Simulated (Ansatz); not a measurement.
A run for Ansatz (a quantum-chemistry and plane-wave program): U-SVWN5/def2-TZVPP on ScO, 2S+1 = 2, a spin state set in the input, which need not be the lowest, a point of a bond scan (R = 1.653 Å).

Ansatz 0.2 input:
```yaml
crystal:
  periodic: [false, false, false]
  atoms:
    - {symbol: Sc, position_ang: [0.00000000, 0.00000000, 0.00000000]}
    - {symbol: O, position_ang: [0.00000000, 0.00000000, 1.65302700]}
basis:
  gaussian:
    orbitals: def2-TZVPP
    pivot_positions_ang: [[0.00000000, 0.00000000, 0.00000000], [0.00000000, 0.00000000, 1.65302700]]
hamiltonian:
  xc: {name: SVWN5}
magnetization: {spin_polarized: true, initial_magnetization: 1}
output: {forces: true, orbitals: {seedname: ./end}}
```

Output:

```
WARN ansatz: RAYON_NUM_THREADS=2 ignored (pool sized by the plan → 2); use --threads N
Functional definition: SVWN5
integrals: 0.02 GiB planned
590 factors; their error is unknown
mean field: 0.28 GiB planned
mean field evaluation 1: about -22667.5777 eV, gradient 5.8e1 eV
mean field evaluation 2: about -22431.5087 eV, gradient 1.3e2 eV
mean field evaluation 4: about -22673.1362 eV, gradient 4.3e1 eV
mean field evaluation 8: about -22681.2171 eV, gradient 5.8e-1 eV
mean field evaluation 16: about -22681.1852 eV, gradient 2.5e-3 eV
mean field evaluation 32: about -22679.2915 eV, gradient 4.7e0 eV
mean field evaluation 64: about -22681.1693 eV, gradient 1.2e0 eV
mean field -22681.18515182 eV, -833.5181804698 hartree, gradient 7.6e-6 eV, S^2 0.751724; 6 other end points of the search recorded, 0 dependent functions left out
the calculation of the forces begins
reference -22681.18518742 eV, -833.5181817783 hartree; 15, 14 occupied and 80, 81 virtual orbitals, 590 factors
Total energy: -22681.18518742 eV, -833.5181817783 hartree
Atom 0 at     0.000000     0.000000     0.000000 Å, force     0.000000     0.000000     0.317989 eV/Å
Atom 1 at     0.000000     0.000000     1.653027 Å, force    -0.000000    -0.000000    -0.317989 eV/Å
Dipole moment:    -0.000000    -0.000000    -0.763047 e Å
```

Self-consistency was reached.

Cost: roughly 4 core-seconds.
